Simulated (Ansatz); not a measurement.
Species: CHO$_{2}$, net charge 0, doublet state. It need not be the lowest isomer of its formula. 
Geometry from a B3LYP-D3(BJ)/def2-TZVP (Ansatz, a first-principles code) optimisation:
```xyz
4

C     -0.3844    -0.1290    -0.0556
O     -0.3996    -0.1022     1.1203
O      0.6420     0.1898    -0.8566
H      0.3676     0.0738    -1.7766
```
Charge 0, spin multiplicity 2.

Quantity: vertical electron affinity (to the singlet state of charge -1; a negative value means that the extra electron is unbound and the number depends on the basis; each state is the SCF solution reached for its spin; for the singlet the Hartree-Fock reference is unstable and T1 is 0.030), in eV. Correlated levels leave the core frozen unless marked. UHF or UKS for open shells. No spin-orbit coupling. Non-relativistic. Anions need diffuse functions: aug- sets have them; def2-D sets add few. CBS marks a two-point X^-3 extrapolation of the correlation energy; Hartree-Fock from the larger set. The bracket is a focal-point correction in the basis named.

| level | program | vertical electron affinity (eV) |
|---|---|---|
| HF/aug-cc-pVDZ | Ansatz | -0.46 |

### Question
Predict the RI-MP2/CBS(aug-cc-pVTZ,aug-cc-pVQZ)+[CCSD(T)-MP2]/aug-cc-pVTZ result (Ansatz).

### Answer
0.80 eV
